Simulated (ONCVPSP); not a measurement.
## u(r) = r·R(r): atom against pseudo-atom (oxygen (O))

Columns: radius, all-electron u(r) and pseudo u(r) of the 2s shell (level -23.96 eV) of oxygen in the configuration [He] 2s2 2p4; PBE, scalar-relativistic, ONCV scheme, ONCVPSP 4.0.1.

```tsv
r (bohr)	all-electron	pseudo
0.062	-0.3719	0.0543
0.125	-0.4081	0.1169
0.188	-0.2795	0.1888
0.250	-0.0870	0.2662
0.312	0.1202	0.3490
0.375	0.3189	0.4415
0.438	0.4929	0.5442
0.500	0.6354	0.6504
0.562	0.7489	0.7508
0.625	0.8360	0.8354
0.688	0.8975	0.8972
0.750	0.9363	0.9362
0.812	0.9571	0.9571
0.875	0.9630	0.9630
0.938	0.9565	0.9564
1.000	0.9405	0.9404
1.062	0.9172	0.9172
1.125	0.8880	0.8879
1.188	0.8546	0.8546
1.250	0.8191	0.8190
1.312	0.7818	0.7818
1.375	0.7431	0.7430
1.438	0.7040	0.7040
1.500	0.6658	0.6658
1.562	0.6283	0.6283
1.625	0.5911	0.5911
```

(1) How many radial nodes do the two functions have?

(2) At about which radius was the pseudo-wave matched?

(3) Is the pseudo-wave norm-conserving?

## Answers

(1) The all-electron 2s function has n − l − 1 = 1; the pseudo-wave has 0, since the states of the same l below it are removed with the core.

(2) 0.85 bohr. The columns agree to 0.0005 from 0.69 bohr on; several derivatives are matched, so the curves merge somewhat inside the radius.

(3) Yes: the ONCV scheme keeps the norm inside the radius equal to the all-electron one, which fixes the energy derivative of the logarithmic derivative at the level.
